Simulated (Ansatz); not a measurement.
```yaml
crystal:
  periodic: [false, false, false]
  atoms:
    - {symbol: F, position_ang: [1.106203, -1.701557, -0.414945]}
    - {symbol: C, position_ang: [0.637494, -0.582623, -0.201949]}
    - {symbol: N, position_ang: [-0.315703, -0.497449, 0.796273]}
    - {symbol: B, position_ang: [-0.679517, 0.763610, 0.273995]}
    - {symbol: Se, position_ang: [0.519017, 0.891455, -1.409401]}
    - {symbol: H, position_ang: [-1.574675, 1.526930, 0.570237]}
basis:
  gaussian: {orbitals: def2-TZVPP}
hamiltonian: {xc: {name: SPW92}}
accuracy: high
relax: {f_tol: 0.001, max_steps: 3}
output: {forces: true}
```

```sh
$ ansatz run in.yaml --threads 2 --pin off --events-out ev --progress --plain --max-ram 4352MiB
```

Q: How does Ansatz answer? (Estimate.)

A: The calculation gave: No converged result was reached.
```
Functional definition: SPW92
  name "SPW92"
  cite "Dirac, Proc. Camb. Phil. Soc. 26, 376 (1930) doi:10.1017/S0305004100016108"
  cite "Slater, Phys. Rev. 81, 385 (1951) doi:10.1103/PhysRev.81.385"
  cite "Perdew & Wang, Phys. Rev. B 45, 13244 (1992) doi:10.1103/PhysRevB.45.13244"
  exchange = slater_x
  correlation = pw_c
3355 factors; integrals over basis functions are off by at most 2.8e-9 eV
mean field evaluation 1: about -71134.5058 eV, gradient 8.0e1 eV
mean field evaluation 2: about -70994.9602 eV, gradient 2.0e2 eV
mean field evaluation 4: about -71144.3391 eV, gradient 4.2e1 eV
mean field evaluation 8: about -71148.2846 eV, gradient 5.6e-1 eV
mean field evaluation 16: about -71148.2837 eV, gradient 9.8e-5 eV
mean field -71148.28373167 eV, -2614.6512011000 hartree, gradient 2.5e-8 eV, S^2 0.000000; 0 other end points of the search recorded, 0 dependent functions left out
the calculation of the forces begins
reference -71148.28373465 eV, -2614.6512012097 hartree; 31, 31 occupied and 155, 155 virtual orbitals, 3355 factors
relax step   1: F+E_penalty+E_count = -71148.28373167 eV  Δ(F+E_penalty+E_count) = +0.000e0 eV  max|allowed force component| = 5.297e0 eV/Å  Δτ_max = 0.0000 Å  (35 SCF iters, accepted)
these checks for a lower state are left out or cut short: starts, cluster_reference, orbital_swaps, neighbouring_geometries, increment
3356 factors; integrals over basis functions are off by at most 2.9e-9 eV
mean field -71148.31594095 eV, -2614.6523847694 hartree, gradient 3.0e-8 eV, S^2 0.000000; 0 other end points of the search recorded, 0 dependent functions left out
the calculation of the forces begins
reference -71148.31594397 eV, -2614.6523848803 hartree; 31, 31 occupied and 155, 155 virtual orbitals, 3356 factors
relax step   2: F+E_penalty+E_count = -71148.31594095 eV  Δ(F+E_penalty+E_count) = -3.221e-2 eV  max|allowed force component| = 4.704e0 eV/Å  Δτ_max = 0.1977 Å  (46 SCF iters, accepted)
these checks for a lower state are left out or cut short: starts, cluster_reference, orbital_swaps, neighbouring_geometries, increment
3356 factors; integrals over basis functions are off by at most 3.3e-9 eV
mean field -71148.70810811 eV, -2614.6667966466 hartree, gradient 3.1e-8 eV, S^2 0.000000; 0 other end points of the search recorded, 0 dependent functions left out
the calculation of the forces begins
reference -71148.70811112 eV, -2614.6667967572 hartree; 31, 31 occupied and 155, 155 virtual orbitals, 3356 factors
relax step   3: F+E_penalty+E_count = -71148.70810811 eV  Δ(F+E_penalty+E_count) = -3.922e-1 eV  max|allowed force component| = 2.602e0 eV/Å  Δτ_max = 0.1046 Å  (40 SCF iters, accepted)
Error: geometry relaxation did not converge after 3 steps: max|allowed force component| = 2.60e0 eV/Å (threshold 1.0e-3). Raise `relax.max_steps` over both its present limit and 3, loosen `relax.f_tol`, or start from a geometry closer to equilibrium. Where this run's directory can be resumed (`checkpoint.write`), a resume goes on for up to `relax.max_steps` more
```
